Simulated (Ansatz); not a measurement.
Stretching the B1–F3 bond in BFH2O (SMILES OBF) (multiplicity 1 held, fragments rigid). Energies count from the point at 1.327 Å.
Geometry at that point (charge 0, multiplicity 1):
```xyz
5

B     -0.3560    -0.1697    -0.2196
H     -1.2844    -0.6674    -0.7800
F     -0.1423     1.1333    -0.3545
O      0.5051    -0.8606     0.5561
H      0.3044    -1.7990     0.6194
```

R- and RO- levels are restricted; in cc, def2 and unpolarised 6-31G sets they are followed outwards from rest. Unrestricted levels (U-) break spin symmetry where that is lower. Active spaces are followed from a long bond inwards. Left out are points that failed, MP2 points in a non-variational dive below the minimum, coupled-cluster points behind a sign of a changed root (a jump of the amplitudes, or a one-step jump against full CI or MRCI), small-basis points behind a change of solution, and semi-empirical points at long bonds. Curves can end on different states.

Frozen-core correlation.

Run with Ansatz (an electronic-structure program). Values without a source in brackets are computed.

Energies in kJ/mol.

```
R (Å)  U-SCS-MP2/cc-pVDZ  R-CCSD/cc-pVDZ  FIC-MRCISD on CASSCF(6,4)/cc-pVDZ  FIC-MRCISD+Q on CASSCF(6,4)/cc-pVDZ
-----  -----------------  --------------  ---------------------------------  -----------------------------------
1.062                295             293                                287                                  293
1.195                 61              59                                 57                                   60
1.327                  0               0                                  0                                    0
1.460                 21              22                         (withheld)                                   22
1.593                 79              82                                 83                                   81
1.792                191             195                                195                                  193
1.991                304             309                                307                                  305
2.323                557             471                         (withheld)                                  462
2.655                645             590                         (withheld)                                  570
3.053                676             684                                630                                  638
3.584                686        left out                                657                                  666
4.247                690        left out                                664                                  674
```

What belongs in the gaps?


- 2.655, FIC-MRCISD on CASSCF(6,4)/cc-pVDZ: 566
- 2.323, FIC-MRCISD on CASSCF(6,4)/cc-pVDZ: 461
- 1.460, FIC-MRCISD on CASSCF(6,4)/cc-pVDZ: 23

Doubts at one or more of the structures used: a spin-contaminated determinant (U-SCS-MP2/cc-pVDZ); a restricted determinant that unrestricted orbitals would lower (R-CCSD/cc-pVDZ); T1 above 0.05 (R-CCSD/cc-pVDZ); other coupled-cluster roots lie near (R-CCSD/cc-pVDZ); active orbitals that take no part (FIC-MRCISD on CASSCF(6,4)/cc-pVDZ, FIC-MRCISD+Q on CASSCF(6,4)/cc-pVDZ).
